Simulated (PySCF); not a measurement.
**Indirect couplings**

Molfile (atoms numbered from 1):
```
C7H14
     RDKit          3D

 21 21  0  0  0  0  0  0  0  0999 V2000
    2.7215   -0.4998    0.2066 C   0  0  0  0  0  0  0  0  0  0  0  0
    1.6305    0.5189   -0.0846 C   0  0  0  0  0  0  0  0  0  0  0  0
    0.2648    0.1413    0.4760 C   0  0  0  0  0  0  0  0  0  0  0  0
   -0.7983    1.2363    0.3180 C   0  0  0  0  0  0  0  0  0  0  0  0
   -2.1191    0.4806    0.3932 C   0  0  0  0  0  0  0  0  0  0  0  0
   -1.8438   -0.7625   -0.4530 C   0  0  0  0  0  0  0  0  0  0  0  0
   -0.3718   -1.1186   -0.1672 C   0  0  0  0  0  0  0  0  0  0  0  0
    2.4711   -1.4898   -0.2061 H   0  0  0  0  0  0  0  0  0  0  0  0
    2.8694   -0.6250    1.2914 H   0  0  0  0  0  0  0  0  0  0  0  0
    3.6863   -0.1960   -0.2274 H   0  0  0  0  0  0  0  0  0  0  0  0
    1.9261    1.5008    0.3244 H   0  0  0  0  0  0  0  0  0  0  0  0
    1.5355    0.6642   -1.1762 H   0  0  0  0  0  0  0  0  0  0  0  0
    0.3867   -0.0497    1.5579 H   0  0  0  0  0  0  0  0  0  0  0  0
   -0.6972    1.7108   -0.6749 H   0  0  0  0  0  0  0  0  0  0  0  0
   -0.6992    2.0352    1.0692 H   0  0  0  0  0  0  0  0  0  0  0  0
   -2.9842    1.0639    0.0423 H   0  0  0  0  0  0  0  0  0  0  0  0
   -2.3233    0.1929    1.4392 H   0  0  0  0  0  0  0  0  0  0  0  0
   -1.9687   -0.5077   -1.5182 H   0  0  0  0  0  0  0  0  0  0  0  0
   -2.5362   -1.5919   -0.2445 H   0  0  0  0  0  0  0  0  0  0  0  0
    0.1557   -1.4018   -1.0925 H   0  0  0  0  0  0  0  0  0  0  0  0
   -0.2932   -1.9849    0.5070 H   0  0  0  0  0  0  0  0  0  0  0  0
  1  2  1  0
  2  3  1  0
  3  4  1  0
  4  5  1  0
  5  6  1  0
  6  7  1  0
  7  3  1  0
  1  8  1  0
  1  9  1  0
  1 10  1  0
  2 11  1  0
  2 12  1  0
  3 13  1  0
  4 14  1  0
  4 15  1  0
  5 16  1  0
  5 17  1  0
  6 18  1  0
  6 19  1  0
  7 20  1  0
  7 21  1  0
M  END
```

Indirect spin–spin couplings were computed at B3LYP/pcJ-1 (without the spin–dipole term) (PySCF 2.14) on a PBE0-D3(BJ)/def2-SVP structure, for the isolated molecule, without vibrational or relativistic corrections. Couplings are averaged over pairs made equivalent by symmetry, fast rotation or ring inversion, so a value needn't be that of the named pair in this geometry, while other rotamers aren't included; one pair stands for each set, and the list holds a selection of those of at least 1.5 Hz over up to four bonds.

Isotopes: ¹³C, ¹H.

```csv
pair,bonds,J (Hz)
"C1, C2",1,37.4
"C1, H8",1,?
"C2, C3",1,37.4
"C2, H11",1,?
"C3, C4",1,34.6
"C3, H13",1,130.1
"C4, C5",1,?
"C4, H14",1,131.4
"C4, H15",1,136.1
"C5, C6",1,?
"C5, H16",1,134.6
"C5, H17",1,134.1
"C1, H11",2,-3.3
"C3, H15",2,-2.1
"C4, H16",2,-2.6
"C5, H15",2,-2.0
"H14, H15",2,-14.1
"C2, H14",3,6.6
"C4, H11",3,3.3
"C4, H12",3,5.6
"C4, H18",3,4.8
"C4, H21",3,6.1
"C5, H20",3,?
"C5, H21",3,?
"H14, H16",3,?
"H16, H19",3,?
```

Estimate the withheld couplings, with signs.

Answers


- ¹J(C1,H8) = 131.3 Hz (bond length 1.101 Å, sp3 carbon)
- ¹J(C2,H11) = 129.6 Hz (bond length 1.104 Å, sp3 carbon)
- ¹J(C4,C5) = 34.8 Hz (bond length 1.524 Å)
- ¹J(C5,C6) = 33.6 Hz (bond length 1.529 Å)
- ³J(C5,H20) = 3.4 Hz (mean over equivalent pairs that range from 1.2 to 5.5 Hz in this conformer)
- ³J(C5,H21) = 5.5 Hz (mean over equivalent pairs that range from 0.4 to 10.7 Hz in this conformer)
- ³J(H14,H16) = 9.6 Hz (mean over equivalent pairs that range from 6.1 to 13.1 Hz in this conformer)
- ³J(H16,H19) = 7.5 Hz (mean over equivalent pairs that range from 0.5 to 14.6 Hz in this conformer)
